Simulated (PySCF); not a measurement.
**Peak assignment**

Cartesian coordinates in Å; atom numbers follow the order of the lines, from 1:
```xyz
18

C     2.822   -0.082   -0.739
C     1.704   -0.579    0.173
N     0.545   -0.886   -0.621
C    -0.548   -0.311   -0.431
C    -1.860   -0.466   -1.144
C    -2.458    0.597   -0.203
C    -1.103    0.737    0.515
H     3.738    0.054   -0.168
H     2.545    0.866   -1.193
H     2.996   -0.806   -1.531
H     1.498    0.163    0.960
H     2.016   -1.514    0.649
H    -2.292   -1.462   -1.061
H    -1.826   -0.195   -2.197
H    -2.789    1.503   -0.707
H    -3.263    0.231    0.430
H    -0.632    1.716    0.428
H    -1.102    0.441    1.564
```

Computed data (PySCF 2.14.0 with density-fitted response routines): GIAO PBE0/pcSseg-1 shieldings, geometry: GFN2-xTB. A single conformation, no solvent, equivalent nuclei averaged, relativity neglected.

δ = σ(ref) − σ, references computed at the same level: ¹³C (σref 186.93), ¹H (σref 31.72) against TMS.

(1) Assign these signals to the numbered atoms. ¹³C{¹H} NMR (computed): δ 170.5 (C), 50.7 (CH2), 39.4 (CH2), 33.7 (CH2), 18.9 (CH3), 13.3 (CH2).

(2) Assign these signals to the numbered atoms. ¹H NMR (400 MHz, computed): δ 3.53 (q, 2H), 3.01 (m, 2H), 2.89 (m, 2H), 1.92 (m, 2H), 1.22 (t, 3H).

## Answers

(1) 
| δ (ppm) | atoms | environment | reason |
| --- | --- | --- | --- |
| 170.5 | C4 | C=N carbon | – |
| 50.7 | C2 | sp3 CH2 bonded to N | deshielded by the electronegative neighbour |
| 39.4 | C5 | sp3 CH2 in a ring | saturated and bonded to C and H only |
| 33.7 | C7 | sp3 CH2 in a ring | – |
| 18.9 | C1 | methyl carbon | a saturated carbon with 1 carbon neighbour and no heteroatom attached |
| 13.3 | C6 | sp3 CH2 in a ring | aliphatic region, no heteroatom directly attached |

(2) 
```tsv
δ (ppm)	atoms	environment	reason
3.53	H11/H12	hydrogen on an sp3 CH2 bonded to N	its carbon carries N, hence the downfield position
3.01	H13/H14	hydrogen on an sp3 CH2 in a ring	–
2.89	H17/H18	hydrogen on an sp3 CH2 in a ring	–
1.92	H15/H16	hydrogen on an sp3 CH2 in a ring	–
1.22	H8/H9/H10	hydrogen on a methyl carbon	–
```

H13/H14 and H17/H18 lie closer than the usual error of such a calculation, so a measured spectrum could show them in the other order.

Shifts are as computed. Against solution values, carbons near 30 ppm lie about +3 ppm off and those near 130 ppm about +5 ppm. Of 1211 compounds with measured shifts, 218 miss one by over three times the rms of a fit or turn the order of signals round; such compounds aren't used in these exercises. No couplings were computed; multiplicities are counted from neighbouring protons, with m where these are inequivalent, close in shift, in a saturated or five-membered ring or joined by F or P, and br s for small geminal =CH2 splittings.
